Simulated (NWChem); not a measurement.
System: CaO; SMILES [O]=[Ca]

Input file for NWChem:

```
start job
memory heap 200 mb stack 900 mb global 1100 mb
geometry units angstroms noautosym nocenter noautoz
  Ca     0.000000     0.000000    -0.516105
  O      0.000000     0.000000     1.306976
end
basis spherical
  Ca library 6-31+g*
  O library 6-31+g*
end
dft
  xc b3lyp
  iterations 150
end
property
  response 1 0.0
end
task dft property
```

Geometry: optimised at PBE-D3(BJ)/def2-SVP.

Static field.

Task: Predict the main results of this run. (B3LYP/6-31+G* (spherical d).) Quantities: basis functions; isotropic polarisability (bohr³); anisotropy (bohr³).

Result: number of basis functions: 44
isotropic polarisability (bohr³): 72.0
anisotropy (bohr³): 59.8
